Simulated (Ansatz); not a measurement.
Z-matrix (Å, degrees):
```
Ge
C 1 1.913
S 1 2.201 2 53.4
N 1 1.821 2 119.1 3 109.4
H 1 1.524 2 123.0 3 -103.1
H 2 1.086 1 118.4 3 -107.3
H 2 1.085 1 119.6 3 107.1
H 4 1.011 1 113.9 2 -163.3
H 4 1.011 1 113.7 2 -37.8
```

Total charge 0; spin multiplicity 1.

(1) List the ωB97M-V/def2-TZVPP orbital energies in eV (Ansatz 0.2.0). (Best estimate.)

## Answers

(1) The calculation gave: Occupied: -10867.06, -2426.21, -1362.85, -1210.61, -1210.57, -1210.55, -394.64, -282.18, -220.14, -174.70, -163.26, -163.18, -163.06, -124.00, -123.92, -123.90, -36.80, -36.77, -36.75, -36.71, -36.68, -26.70, -24.34, -19.50, -17.56, -16.38, -14.82, -13.65, -12.86, -11.47, -10.85, -9.06, -8.78. Lowest empty: 1.76, 2.24, 2.38, 3.18, 3.50, 4.00, 4.41, 5.15.
